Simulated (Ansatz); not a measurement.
Reaction (ligand exchange at a B–N bond): `BN=C=C` + `CC(N)=O` → `BNC(C)=O` + `C=C=N`

Program: Ansatz. Geometries: PBE0-D4/def2-TZVP. ΔE: electronic, gas phase. CCSD(T)/CBS is the MP2 limit (def2-TZVPP, def2-QZVPP) plus CCSD(T) − MP2 in def2-TZVPP, frozen cores. This one scheme is used for every species. DFT in def2-TZVPP. B3LYP here is the variant with VWN-RPA as its local correlation; programs differ in this. Each species was taken in one conformer, which may not be the lowest.

`BN=C=C`:

Cartesian coordinates in Å:
```
B 0.294 0.896 1.699
N 0.085 0.261 0.494
C -0.095 -0.290 -0.551
C -0.293 -0.894 -1.695
H -0.391 0.592 2.629
H 1.150 1.725 1.766
H -1.061 -1.649 -1.786
H 0.311 -0.640 -2.556
```

`CC(N)=O`:

Z-matrix (Å, degrees):
```
C
C 1 1.509
H 1 1.091 2 108.4
H 1 1.091 2 113.9 3 121.6
H 1 1.090 2 108.5 3 -116.4
N 2 1.357 1 115.7 3 -115.7
O 2 1.212 1 122.1 3 63.9
H 6 1.002 2 122.4 1 -0.1
H 6 1.005 2 118.3 1 179.1
```

`BNC(C)=O`:

Cartesian coordinates in Å:
```
B 1.781 1.039 0.245
N 0.734 0.097 0.252
C -0.531 0.247 -0.335
C -1.439 -0.939 -0.151
O -0.853 1.240 -0.928
H 2.793 0.732 0.801
H 1.627 2.083 -0.300
H 0.870 -0.788 0.717
H -1.620 -1.117 0.913
H -0.979 -1.842 -0.562
H -2.385 -0.751 -0.652
```

`C=C=N`:

Cartesian coordinates in Å:
```
C 0.566 -0.488 -0.619
C -0.089 0.266 0.222
N -0.607 1.041 1.004
H 1.210 -1.277 -0.255
H 0.459 -0.335 -1.684
H -1.538 0.794 1.332
```

(1) Is it downhill or uphill in electronic energy at CCSD(T)/CBS, and by how much? (An estimate is asked.)

(2) What do these levels give: ωB97M-V, B3LYP, HF/def2-TZVPP, MP2/def2-TZVPP, HF/def2-QZVPP, HF/CBS(def2)? (An estimate is asked.)

Largest T1 diagnostic among the species: 0.017.

Results:

(1) The calculation gave: Uphill: ΔE = +0.05 eV.

(2) Computed: ωB97M-V 0.06, B3LYP 0.21, HF/def2-TZVPP 0.04, MP2/def2-TZVPP 0.07, HF/def2-QZVPP 0.04, HF/CBS(def2) 0.04 eV.

From PBE to PBE0 (25 % exact exchange), in def2-TZVPP and without D4, ΔE moves by −0.06 eV.
